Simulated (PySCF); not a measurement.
C$_{2}$H$_{8}$N, charge +1, singlet, geometry from GFN2-xTB. Base run: PBE0/def2-SV(P) (PySCF).

PySCF was given this input:
```python
from pyscf import gto, scf, dft

mol = gto.Mole()
mol.atom = '''
    C    -0.02333821   -0.27178422    1.23058526
    N     0.03459018    0.54534707    0.00080941
    C    -0.01095720   -0.26891545   -1.23138777
    H     0.81917921   -0.96023702    1.25829085
    H     0.01259112    0.36354745    2.11314052
    H    -0.94632669   -0.84824181    1.24954279
    H     0.89993071    1.10048027    0.00580798
    H     0.83180433   -0.95731169   -1.25222260
    H     0.03383921    0.36847078   -2.11205406
    H    -0.93370156   -0.84531649   -1.26097066
    H    -0.75367517    1.20537707   -0.00238562
'''
mol.basis = 'def2-sv(p)'
mol.charge = 1
mol.verbose = 3
mol.build()

mf = dft.RKS(mol)
mf.xc = 'pbe0'
mf.kernel()
mo_i, mo_e, stable_i, stable_e = mf.stability(internal=True, external=True, return_status=True, nroots=6, tol=1e-6)
print('internally stable:', stable_i, ' externally stable:', stable_e)
if not stable_e:
    umf = mf.to_uhf() if not hasattr(mf, 'xc') else mf.to_uks()
    umf.scf_summary = {}
    umf.kernel(umf.make_rdm1(mo_e, umf.mo_occ))
```

The bond that is stretched is that between atoms 11 and 2. A test that says stable can miss a lower solution.

Each row names what was changed in the base input (with any setting that the change needs).

| change | ΔE vs base (kcal/mol) | <S^2> | E after following the instability (Eh) | <S^2> there | HOMO-LUMO gap (eV) | stability test says |
|---|---|---|---|---|---|---|
| base | 0.000 | 0.000 | - | - | 12.18 | stable |
| bond × 1.25 | 18.21 | 0.000 | - | - | 10.45 | stable |
| bond × 1.5 | 48.36 | 0.000 | - | - | 8.01 | stable |
| bond × 1.8 | 81.0 | 0.000 | -135.11156 | 0.11 | 5.73 | external instability |
| bond × 2.2 | 112.7 | 0.000 | -135.06064 | 0.00 | 3.73 | external instability |
| bond × 3.0 | 144.8 | 0.000 | -135.00960 | 0.00 | 1.78 | external instability |

Where a bond breaks into two radicals, a solution with restricted orbitals usually stops being the lowest and lies too high; an unrestricted one lies lower at the price of spin contamination, which <S^2> shows.
